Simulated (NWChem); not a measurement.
Molecule: Si2NH5O; SMILES N1[SiH2]O[SiH2]1

```xyz
9

N      0.0000     0.0000     1.2031
Si     1.2453     0.0000    -0.0404
O      0.0000     0.0000    -1.2158
Si    -1.2453     0.0000    -0.0404
H      0.0000     0.0000     2.2220
H      2.1189     1.2221    -0.1138
H      2.1189    -1.2221    -0.1138
H     -2.1189    -1.2221    -0.1138
H     -2.1189     1.2221    -0.1138
```
Atoms are numbered in this order, from 1.

Computed with NWChem. Coordinates come from a PBE-D3(BJ)/def2-SVP optimisation. Level: PBE/def2-SVP with SMD (1 M gas to 1 M solution), gas-phase geometry. Reactions with the solvent are ignored.

```csv
solvent,dielectric constant,solvation free energy (kcal/mol),cavity-dispersion-structure term (kcal/mol),dipole in solution (D)
water,78.4,-1.4,2.9,2.89
acetone,20.5,-3.0,-0.2,2.67
1-octanol,9.86,-2.8,0.8,2.77
cyclohexane,2.02,-1.4,0.0,2.40
2-propanol,19.3,-3.4,0.3,2.79
chlorobenzene,5.70,-2.3,0.0,2.58
```
